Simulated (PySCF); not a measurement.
**Vibration and rotation of CaSn**

M06 constants of CaSn, ³Σ⁻ (triplet), unpaired electrons π ↑↑ (PySCF, scalar-relativistic core potentials, basis sets Ca def2-SVPD, Sn def2-SVPD with ECP28; masses 39.9626 and 119.9022 u):

* ωe: 191.9 cm⁻¹
* ωexe: 0.852 cm⁻¹
* Be: 0.063333 cm⁻¹
* αe: 0.000310 cm⁻¹
* De to Ca + Sn: 1.33 eV

Task: What force constant and bond length do these constants imply?

Result: Reduced mass μred = 29.973 u; k = 5.8918×10⁻⁷·μred·ωe² (u, cm⁻¹, mdyn/Å) = 0.650 mdyn/Å; Re = √(16.8576/(μred·Be)) (u, cm⁻¹, Å) = 2.980 Å.

Task: Estimate the centrifugal constant D from the Kratzer relation and find the Dunham coefficient a1.

Result: D = 4Be³/ωe² = 2.76e-08 cm⁻¹; a1 = −1 − αeωe/(6Be²) = -3.47.

Spin–orbit coupling is left out, which matters for elements this heavy, above all for dissociation energies. The state is the lowest determinant that a PBE0 search found; another state may lie lower at other levels.
